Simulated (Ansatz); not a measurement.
Two isomers of C3H7FSi: A = `C[Si@H]1C[C@H]1F`, B = `FC/C=C/[SiH3]`.

Calculated with Ansatz (gas phase, PBE0-D4/def2-TZVP geometries, no zero-point term in ΔE). CCSD(T)/CBS adds triple-zeta CCSD(T) − MP2 to the extrapolated MP2 energy (def2 sets, frozen cores). DFT in def2-TZVPP. B3LYP here is the variant with VWN-RPA as its local correlation; programs differ in this. Each species was taken in one conformer, which may not be the lowest.

(1) Which isomer does CCSD(T)/CBS put lower? Give the gap. (Estimate.)

(2) Give E(B) − E(A) in kJ/mol with MP2/def2-TZVPP, B3LYP-D4, PBE-D4, B3LYP, ωB97M-V, r2SCAN-D4, PBE0-D4. (Estimate.)

Largest T1 diagnostic: 0.011.

Answers

(1) Ansatz gave: B, by 19.8 kJ/mol.

(2) The calculation gave: MP2/def2-TZVPP -14.1, B3LYP-D4 -24.7, PBE-D4 -0.8, B3LYP -26.0, ωB97M-V -9.9, r2SCAN-D4 -5.0, PBE0-D4 -2.0. None reverses the order clearly.

In def2-TZVPP, CCSD(T) changes the Hartree–Fock value by +34.7 kJ/mol (the triples alone add +2.4 kJ/mol) and MP2 by +44.4 kJ/mol.
